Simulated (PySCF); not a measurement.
Rubidium: a sound run and one with changed settings

Sound run: Rb+ [Kr], Rb(2+) [Ar] 3d10 4s2 4p5. All numbers are calculated (PySCF 2.14, scalar relativity by spin-free X2C-1e, in aug-cc-pVDZ-X2C). The sound run starts from symmetry-adapted Hartree-Fock orbitals and uses a fine grid where one is needed.

Changed run: 26 angular points. This setting is unsound on purpose.

```json
{"species": "Rb+", "method": "UHF", "sound run (hartree)": "-2979.00310", "changed run (hartree)": "-2979.00310", "converged": "yes"}
{"species": "Rb+", "method": "LDA", "sound run (hartree)": "-2976.81811", "changed run (hartree)": "-2976.81811", "converged": "yes"}
{"species": "Rb+", "method": "TPSS", "sound run (hartree)": "-2980.74164", "changed run (hartree)": "-2980.74164", "converged": "yes"}
{"species": "Rb(2+)", "method": "UHF", "sound run (hartree)": "-2978.00172", "changed run (hartree)": "-2978.00172", "converged": "yes"}
{"species": "Rb(2+)", "method": "LDA", "sound run (hartree)": "-2975.76857", "changed run (hartree)": "-2975.76867", "converged": "yes"}
{"species": "Rb(2+)", "method": "TPSS", "sound run (hartree)": "-2979.70131", "changed run (hartree)": "-2979.70144", "converged": "yes"}
```

Ionisation energy of Rb+:

| method | sound run (eV) | changed run (eV) |
| --- | --- | --- |
| UHF | 27.249 | 27.249 |
| LDA | 28.559 | 28.557 |
| TPSS | 28.309 | 28.305 |

A coarse angular grid integrates products of high-l functions wrongly, so density functionals can shift, and the SCF can exploit the error; Hartree-Fock and MP2 need no grid.

For comparison, NIST gives 27.290 eV between the lowest levels.
